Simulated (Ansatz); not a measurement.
`C[B](C)[AlH2]` + H₂S → `CB(C)S` + `[AlH3]` at 298.15 K and 1 bar (cleavage of the B–Al bond).

Calculated with Ansatz (gas phase, PBE0-D4/def2-TZVP geometries, no zero-point term in ΔE). CCSD(T)/CBS is the MP2 limit (def2-TZVPP, def2-QZVPP) plus CCSD(T) − MP2 in def2-TZVPP, frozen cores. This one scheme is used for every species. One conformer a species, not always the lowest.

```json
{"species": "`C[B](C)[AlH2]`", "CCSD(T)/CBS energy (Eh)": "-347.69710", "H − E (kJ/mol)": "256.5", "S (J/(mol·K))": "345.1"}
{"species": "H₂S", "CCSD(T)/CBS energy (Eh)": "-398.97279", "H − E (kJ/mol)": "49.9", "S (J/(mol·K))": "205.7"}
{"species": "`CB(C)S`", "CCSD(T)/CBS energy (Eh)": "-502.93918", "H − E (kJ/mol)": "248.5", "S (J/(mol·K))": "328.9"}
{"species": "`[AlH3]`", "CCSD(T)/CBS energy (Eh)": "-243.78045", "H − E (kJ/mol)": "58.9", "S (J/(mol·K))": "207.5"}
```

H − E and S are ideal-gas, rigid-rotor, harmonic terms from PBE0-D4/def2-TZVP, for one conformer and one mirror image of each species. 1 Eh = 2625.50 kJ/mol, R = 8.31446 J/(mol·K).

Problem. By hand: ΔE, ΔH, ΔS and ΔG.

Solution. ΔE = (-502.93918) + (-243.78045) − (-347.69710) − (-398.97279) = -0.04974 Eh = -130.6 kJ/mol. Δ(H − E) = 248.5 + 58.9 − 256.5 − 49.9 = 1.0, so ΔH = -129.6 kJ/mol. ΔS = 328.9 + 207.5 − 345.1 − 205.7 = -14.4 J/(mol·K). ΔG = -129.6 − 298.15 × (-14.4)/1000 = -125.3 kJ/mol.

Problem. By hand: the equilibrium constant, and the temperature at which ΔG would vanish if ΔH and ΔS stayed fixed.

Solution. log₁₀ K = −ΔG/(RT ln 10) = 22.0. ΔG = 0 at ΔH/ΔS = 9000 K, far beyond where these terms or the molecules hold.

The number of gas molecules stays the same, so ΔS is small and ΔH decides. A doubt of 5 kJ/mol in ΔE shifts log₁₀ K by 0.9 here. Other conformers and mirror images would add mixing entropy, several J/(mol·K) or more a flexible species. These are equilibria of isolated gas molecules and say nothing of rates. Largest T1 diagnostic: 0.012 (customary marks: 0.02 for closed shells, 0.045 for open ones).
